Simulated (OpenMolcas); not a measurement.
## Dy2+: effect of the metal basis and ligand basis

Dy2+ with 6 ligands (fluoride) in octahedral coordination (Oh) at 2.38 Å. A charge of +0.667 e stands 2.8 Å behind each ligand.

| Item | Value |
| --- | --- |
| Program | OpenMolcas |
| Method | CASSCF |
| Spin-orbit coupling | state interaction with AMFI integrals over the reference wave functions |

Fixed: active space 10 electrons in 7 orbitals (4f), DKH2 Hamiltonian.

States (labels of O, the rotations of Oh). Energies in cm-1 above the lowest state or level, χT in cm3 K/mol.

```
Run   Metal basis  Ligand basis  Ground state  First state of that spin  First gap with spin-orbit (degeneracies)  Width of lowest J  χT at 300 K                      Cost
  A  ANO-RCC-VDZP  ANO-RCC-VDZP           5A2                  5T2 74.6                                8.8 (2, 3)                215       13.851  roughly 100 core-seconds
  B  ANO-RCC-VTZP  ANO-RCC-VTZP           5A2                  5T2 69.3                                8.2 (2, 3)                233       13.833    roughly 4 core-minutes
```

Against A, the width of the lowest J multiplet changes by +8.4 % in B.

Costs are those of the RASSCF and RASSI steps.

High states are left out of the spin-orbit mixing, which shifts the levels that they would mix with. Without dynamic correlation the ligand-field splitting of an f shell can come out too small, at times by half. No measured value stands beside these numbers; the geometry was imposed, not optimised, and the real ion may take another.
